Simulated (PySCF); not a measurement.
SnOCl2, SMILES [Sn](=[O])([Cl])[Cl].

Geometry optimised at B3LYP-D3(BJ)/def2-SVP. The def2 effective core potentials stand for the cores of Sn; spin–orbit coupling is left out.

Calculation: r2SCAN/def2-TZVPD in PySCF.

Symmetry labels are those of the subgroup C2v that the program uses (full group C2v).

Q: List the valence orbital energies around the gap with their symmetry. (An estimate is asked for; the answer gives what the named calculation found.)

A: 
```
orbital  symmetry  energy (eV)
-------  --------  -----------
HOMO−7         B2       -10.66
HOMO−6         A1        -9.83
HOMO−5         B1        -9.55
HOMO−4         A2        -9.08
HOMO−3         A1        -8.95
HOMO−2         B2        -8.85
HOMO−1         B1        -7.74
HOMO           B2        -7.40
LUMO           A1        -4.71
LUMO+1         B1        -3.34
LUMO+2         B2        -0.51
LUMO+3         A1         0.10
```
